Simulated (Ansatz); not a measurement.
`COB(F)OC` and `C[O][Al]([F])[O]C` differ in one element.

Ansatz, PBE0-D4/def2-TZVP geometries, multiplicity 1. Each molecule was computed in one conformer, which needn't be the lowest.

```
                               property  `COB(F)OC`
HOMO–LUMO gap (ωB97M-V/def2-TZVPP) / eV       13.09
  LUMO energy (ωB97M-V/def2-TZVPP) / eV        2.19
      LUMO energy (PBE/def2-TZVPP) / eV        0.12
      HOMO energy (PBE/def2-TZVPP) / eV       -6.91
   HOMO–LUMO gap (PBE0/def2-TZVPP) / eV        9.42
     HOMO energy (PBE0/def2-TZVPP) / eV       -8.50
```

Question: Give the same properties after the change, and the shifts. (Estimate.)

Answer: Ansatz gave: 
```csv
property,`C[O][Al]([F])[O]C`,shift
HOMO–LUMO gap (ωB97M-V/def2-TZVPP) / eV,11.72,-1.37
LUMO energy (ωB97M-V/def2-TZVPP) / eV,1.09,-1.10
LUMO energy (PBE/def2-TZVPP) / eV,-1.41,-1.53
HOMO energy (PBE/def2-TZVPP) / eV,-6.64,0.27
HOMO–LUMO gap (PBE0/def2-TZVPP) / eV,7.72,-1.70
HOMO energy (PBE0/def2-TZVPP) / eV,-8.23,0.27
```

With PBE0 the HOMO rises by 0.27 eV and the LUMO falls by 1.43 eV, so the gap narrows by about 1.70 eV. PBE moves the HOMO by 0.27 eV and ωB97M-V by 0.26 eV.
